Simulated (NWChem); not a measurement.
CH4F2OSi; SMILES O[Si@H](CF)F

```xyz
9

O      1.5625    -0.4794     0.1941
Si     0.0336    -0.6206    -0.4020
F     -0.9278    -1.4436     0.5987
C     -0.6419     1.1495    -0.5370
F     -0.0481     1.8668     0.5279
H      1.6647     0.3112     0.7486
H      0.0823    -1.3594    -1.6807
H     -0.3531     1.6397    -1.4760
H     -1.7307     1.2254    -0.4349
```
Atoms are numbered in this order, from 1.

Program: NWChem. The geometry was optimised at B3LYP/6-31G* (spherical d).

Question: What does the run give for TPSSh/def2-TZVP? Quantities: highest occupied level (eV); orbital gap (eV); dipole (D).

Answer: 
```
Quantity                     Result
---------------------------  ------
highest occupied level (eV)   -8.16
orbital gap (eV)               7.84
dipole (D)                     1.96
```
